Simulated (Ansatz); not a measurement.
The cluster Li₇Sn₂ (the lowest doublet isomer of a short search) was relaxed with B3LYP-D4 (def2-SVP, def2-SVPD) in Ansatz in these states: charge -1 singlet, neutral doublet, neutral quartet. The geometries follow in no particular order.

In the def2 sets Sn takes a core potential; there is no spin–orbit coupling.

A:

```xyz
9

Li    1.4108   -1.6567   -1.9550
Li   -0.2937    2.9063   -0.1669
Li   -0.8673    0.1811   -1.3082
Li   -2.4160   -1.4377    1.3714
Li    0.2312   -1.0481    2.9023
Li    1.4246    1.6127   -2.7424
Li    1.4714    0.5053    0.1061
Sn    0.0351   -1.9106    0.3591
Sn   -0.9962    0.8477    1.4336
```

B:

| atom | x (Å) | y (Å) | z (Å) |
| --- | --- | --- | --- |
| Li1 | 2.419 | -1.582 | -0.706 |
| Li2 | -2.796 | -0.881 | -0.566 |
| Li3 | 0.142 | -1.331 | 1.039 |
| Li4 | 0.648 | 1.564 | 2.524 |
| Li5 | 0.040 | 3.034 | -0.149 |
| Li6 | -0.431 | -2.805 | -1.451 |
| Li7 | -0.308 | 0.125 | -1.656 |
| Sn8 | 1.723 | 0.910 | 0.092 |
| Sn9 | -1.436 | 0.965 | 0.873 |

C:

```xyz
9

Li    2.807   -0.705    0.215
Li   -1.047    2.207   -1.567
Li    0.263   -0.539   -1.447
Li   -1.774   -2.390   -0.070
Li   -1.460   -0.365    2.565
Li    2.212    1.888   -1.706
Li    0.533    1.212    0.830
Sn    0.488   -1.603    1.171
Sn   -2.023    0.295    0.010
```

Question: Judge from the bond lengths which geometry belongs to which state (an estimate).

Answer: A is the neutral doublet (Li2–Li3 3.010 Å, Li1–Li7 2.988 Å, Li3–Li7 2.752 Å); B is the neutral quartet (Li2–Li3 3.378 Å, Li1–Li7 3.355 Å, Li3–Li7 3.097 Å); C is the charge -1 singlet (Li2–Li3 3.046 Å, Li1–Li7 3.037 Å, Li3–Li7 2.885 Å).

A triplet lies near this restricted singlet, and broken spin symmetry wasn't tried. At PBE0-D4/def2-TZVP a doublet lies 0.78 eV below the neutral quartet. These are the stationary points nearest to one start from a short search; other shapes may lie lower in each state.
